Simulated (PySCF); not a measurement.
Electronic structure of Mg (magnesium, neutral) at the LDA level

Configuration: [Ne] 3s2, closed-shell 1S. Computed with PySCF 2.14 in ANO-RCC-VTZP, with the spin-free X2C one-electron Hamiltonian (Gaussian nucleus).

```json
{
 "Total energy": "-199.4356 hartree",
 "One-electron energy": "-279.8796 hartree",
 "Hartree (Coulomb) energy": "95.9643 hartree",
 "Exchange-correlation energy": "-15.5203 hartree",
 "⟨S²⟩": "0.0000",
 "⟨L²⟩": "0.000",
 "Sum of ⟨r⟩": "12.04 bohr",
 "Sum of ⟨r²⟩": "27.66 bohr²",
 "Langevin diamagnetic susceptibility": "-21.9 ×10⁻⁶ cm³/mol"
}
```

```tsv
shell	electrons	mean orbital energy (eV)	rms radius, mean of both spins (bohr)
1s	2	-1252.5	0.152
2s	2	-78.978	0.769
2p	6	-46.415	0.783
3s	2	-4.755	3.37
```
